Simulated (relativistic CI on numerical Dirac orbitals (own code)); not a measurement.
# Hyperfine structure of Re⁶⁵⁺, mass number 187

Calculated at this level of theory: Dirac-Coulomb-Breit CI, separate exchange-only KLI orbitals for each configuration, QED by a radiative potential, unscaled Slater integrals (own radial code, finite nucleus).

CI space (outside the closed core 1s2): 2s2.2p6, 2s2.2p5.3s, 2s2.2p5.3p, 2s2.2p5.3d, 2s.2p6.3s, 2s.2p6.3p, 2s.2p6.3d, 2s2.2p5.4s, 2s2.2p5.4p, 2s2.2p5.4d, 2s2.2p5.4f, 2s2.2p4.3s2, 2s2.2p4.3s.3p, 2s.2p6.4s, 2s.2p6.4p, 2s2.2p4.3s.3d. Levels of other configurations are missing.

Nuclear spin I = 5/2, μ = 3.209 μN, Q = 1.94 b (tables of Stone and Pyykkö). The electronic factors are computed for point nuclear moments, without core polarisation or the Bohr-Weisskopf and QED corrections.

| Level | E (eV) | A (GHz) | B (GHz) |
| --- | --- | --- | --- |
| 2s2.2p5.3s 3P°_2 | 8529.94 | 2975 | -3270 |
| 2s2.2p5.3s 1P°_1 | 8538.67 | -797.1 | -1610 |
| 2s2.2p5.3p 3D_2 | 8683.95 | 1525 | -3270 |
| 2s2.2p5.3p 3D_3 | 9086.27 | 699.5 | -2320 |
| 2s2.2p5.3p 1P_1 | 9086.76 | 706.4 | 902 |
| 2s2.2p5.3p 3P_2 | 9099.62 | 698.7 | -5.01 |
| 2s2.2p5.3d 3P°_1 | 9258.23 | 593.1 | 1180 |
| 2s2.2p5.3d 3F°_3 | 9259.02 | 629.1 | -3100 |

Levels with J = 0, under 50 % of one LS term, or S terms without an open s electron are left out. Small factors come from cancelling terms and can be off by tens of per cent or more.

At this charge energies of transitions that change n are usually good to better than 1 %, and those within a shell (Δn = 0) to a few per cent.

Give the hyperfine levels of 2s2.2p5.3s 3P°_2 relative to its centre of gravity.

With K = F(F + 1) − I(I + 1) − J(J + 1), E = AK/2 + B[¾K(K + 1) − I(I + 1)J(J + 1)]/[2I(2I − 1)J(2J − 1)]: F = 1/2: -23110, F = 3/2: -17180, F = 5/2: -8108, F = 7/2: 2875, F = 9/2: 14060 GHz.

LS names give the leading component of a level, which can be under half, so a name can repeat, a term be missing and a line seem to break the LS rules.
